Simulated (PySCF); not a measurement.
## BiF5 at several levels of theory

Computed with PySCF 2.14.0 (density fitting, no spin-orbit coupling) at the geometry relaxed with PBE0:

```xyz
6
BiF5 (singlet)
Bi    0.0000    0.0000    0.0067
F     0.0000    0.0000    1.9947
F     1.9982    0.0000   -0.0430
F     0.0000    1.7762   -0.8937
F    -1.9982    0.0000   -0.0430
F     0.0000   -1.7762   -0.8937
```

```tsv
level	basis	state	HOMO (eV)	gap (eV)	charge on Bi1 (e)	dipole about the centre of mass (D)	largest force component (eV/Å)
PBE0	Bi def2-SVP with ECP60, F def2-SVP	singlet	-12.06	5.69	1.81	0.18	0.03
M06-L	the same	singlet	-10.41	3.42	1.95	0.19	0.56
BLYP	the same	singlet	-9.52	2.81	1.56	0.17	1.10
CAM-B3LYP	the same	singlet	-13.50	8.21	1.77	0.19	0.20
PBE0	Bi def2-TZVP with ECP60, F def2-TZVP	singlet	-12.36	5.79	1.88	0.17	0.90
PBE0	Bi x2c-SVPall, F x2c-SVPall	singlet	-12.04	5.71	1.91	0.19	0.56
```

Charges are Mulliken's, which hang on the basis. The relaxation used the grid (50, 194), these runs (75, 302) or, all-electron (x2c bases, spin-free X2C Hamiltonian), (99, 590).

(1) What does revPBE with Bi def2-SVP with ECP60, F def2-SVP give here?

## Answers

(1) state singlet, HOMO (eV) -9.59, gap (eV) 2.84, charge on Bi1 (e) 1.60, dipole about the centre of mass (D) 0.17, largest force component (eV/Å) 1.06. Time: 5.1 s on 2 threads of Intel(R) Xeon(R) Platinum 8375C CPU @ 2.90GHz (Ice Lake) (shared host), from an already converged density.
